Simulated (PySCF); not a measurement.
These 3 structures share the formula C7H11OP. Method: PBE0-D3(BJ)/def2-SVP geometry optimisation, gas phase in PySCF. One conformer each; no zero-point energy, no entropy. No frequencies were run at this level. Point groups hold within 0.08 Å.

Task: Order them by energy at this level, lowest first, and give relative energies in kJ/mol.
A. `CC(C)(C)c1cpco1`
B. `[CH2:1]=[CH:2][P:3]1[CH2:4][CH:5]=[C:6]([O:7][CH3:8])[CH2:9]1` with C1–C2–P3–C4 -133°, C5–C6–O7–C8 0°, C2–P3–C4–C5 -82°, P3–C4–C5–C6 -12°, C5–C6–C9–P3 12°, C2–P3–C9–C6 82°
C. `[CH3:1][c:2]1[p:3][cH:4][o:5][c:6]1[CH:7]([CH3:8])[CH3:9]` with O5–C6–C7–C8 63°

Result: C (0.0), A (2.8), B (107.6).

As drawn, the lowest has an aromatic ring, which the highest lacks; the highest has a C=C bond outside aromatic rings, which the lowest lacks. Neighbours under 10 kJ/mol apart (Cc1pcoc1C(C)C and CC(C)(C)c1cpco1) can change places with a better method, another conformer or zero-point energy.

| SMILES | E (Eh) | E rel (kJ/mol) | dipole (D) | point group | A, B, C (MHz) |
| --- | --- | --- | --- | --- | --- |
| Cc1pcoc1C(C)C | -689.05282 | 0.0 | 1.86 | near Cs | 2266, 1034, 843.5 |
| CC(C)(C)c1cpco1 | -689.05176 | 2.8 | 1.85 | – | 2861, 929.6, 829.4 |
| C=CP1CC=C(OC)C1 | -689.01185 | 107.6 | 2.02 | C1 | 2844, 797.5, 757.3 |

Task: How do the relative energies change in single points at PBE0/pcSseg-1 (no added dispersion term) on the same geometries?

Result: 
| SMILES | PBE0-D3(BJ)/def2-SVP (kJ/mol) | PBE0/pcSseg-1 (kJ/mol) | shift |
| --- | --- | --- | --- |
| Cc1pcoc1C(C)C | 0.0 | 0.0 | 0.0 |
| CC(C)(C)c1cpco1 | 2.8 | 1.9 | -0.9 |
| C=CP1CC=C(OC)C1 | 107.6 | 102.8 | -4.8 |

Each column counts from its own lowest isomer. The order is unchanged; the largest shift is 4.8 kJ/mol.

Task: As an exercise, what shares would exp(−E/RT) give at 298.15 K from these electronic energies alone (no entropy, no degeneracies)?

Result: RT = 2.479 kJ/mol: Cc1pcoc1C(C)C 75.4 %, CC(C)(C)c1cpco1 24.6 %, C=CP1CC=C(OC)C1 under 0.1 %.
